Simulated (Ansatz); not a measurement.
Cost and result up the ladder for the cluster Be2F3 (5 atoms). The state is a doublet with charge 0. Geometry: r2SCAN-D4/def2-TZVP.

```xyz
5

Be   -0.872    0.182    0.260
Be    0.873   -0.182   -0.260
F    -0.303    0.312   -1.234
F    -0.135   -1.234    0.415
F     0.437    0.922    0.820
```

Ansatz on 4 threads of Arm Neoverse V1 on a shared host. Times are rough, and most runs start from the orbitals of an earlier one. r2SCAN0-D4/def2-TZVP serves as the yardstick here, not as an exact answer. Binding counts from free atoms at the same level (Be singlet, F doublet; other spins of the atoms weren't run), without zero-point energy or a counterpoise term.

HSE06 is defined as in plane-wave codes, on full-range PBE exchange. Correlated methods freeze 3 core orbitals. In CCSD on the charge 0 doublet the largest single amplitude is 0.16, so its Hartree–Fock determinant may place the open shell otherwise than the density functionals do. Another isomer (doublet) lies 1.62 eV lower at PBE0-D4/def2-TZVP; other spin states weren't run for this one.

Correlated methods converge slowly with the basis.

```csv
level,functions,wall time,binding energy per atom (eV),difference from r2SCAN0-D4/def2-TZVP (eV),remarks
PBE-D4/def2-TZVP (with forces),131,1.4 s,3.90,0.21,–
PBE0-D4/def2-TZVP,131,1.5 s,3.71,0.02,–
HSE06-D4/def2-TZVP,131,1.7 s,3.72,0.03,–
r2SCAN-D4/def2-TZVP,131,3.1 s,3.85,0.16,–
r2SCAN0-D4/def2-TZVP,131,3.1 s,3.69,0.00,–
CCSD(T)/def2-TZVPP,131,1.9 min,3.43,-0.26,flagged by the program
```
